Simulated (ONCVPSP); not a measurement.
**How hard is this nickel ONCV potential?**

- Element: Ni
- Generator: ONCVPSP 4.0.1
- Type: optimised norm-conserving Vanderbilt (ONCV)
- Functional: PBEsol
- Relativity: fully relativistic
- Frozen core: [Ne]
- Valence charge: 18
- Reference configuration: 3s2 3p6 3d8 4s1 4p1
- Partial waves: 3s+4s: rc 1.05 bohr, ncon 4, nbas 7, qcut 9.6 1/bohr, 2 projectors; 3p+4p: rc 1.35 bohr, ncon 3, nbas 6, qcut 17.4 1/bohr, 2 projectors; 3d: rc 1.65 bohr, ncon 4, nbas 9, qcut 8.5 1/bohr, 2 projectors, debl 1.9 Ha
- Local potential: polynomial inside 0.95 bohr (lpopt 3, dvloc0 -1 Ha)
- Core correction: Teter function, fcfact 4.25, rcfact 1.55

Open shells are filled in proportion to 2j + 1.

Q: For each optimised wave give the share of its norm inside rc, the residual kinetic energy above qcut (Ha) and the cutoffs (Ha) for errors of 10, 1, 0.1 and 0.01 mHa per electron.

A:

```tsv
wave	norm inside rc	residual KE	10 mHa	1 mHa	0.1 mHa	0.01 mHa
3s	0.869	3.0e-04	32.0	41.1	89.3	121.2
4s	0.030	8.2e-05	19.9	35.5	45.5	82.4
3p j=3/2	0.943	7.1e-13	32.1	41.1	48.4	54.6
4p j=3/2	0.018	5.3e-13	18.6	29.1	38.4	46.5
3p j=1/2	0.947	7.6e-13	32.7	41.8	49.1	55.3
4p j=1/2	0.019	4.9e-13	19.2	29.8	39.4	47.6
3d j=5/2	0.878	1.2e-04	27.9	32.3	38.1	110.8
d projector 2 j=5/2	0.102	3.2e-04	27.9	33.5	52.1	135.5
3d j=3/2	0.881	1.2e-04	27.9	32.3	38.3	111.0
d projector 2 j=3/2	0.102	3.2e-04	27.9	33.5	52.6	135.7
```

The occupied waves need 42 Ha and 89 Ha for 1 and 0.1 mHa. 1 of 4 tests not solved or not reliable.
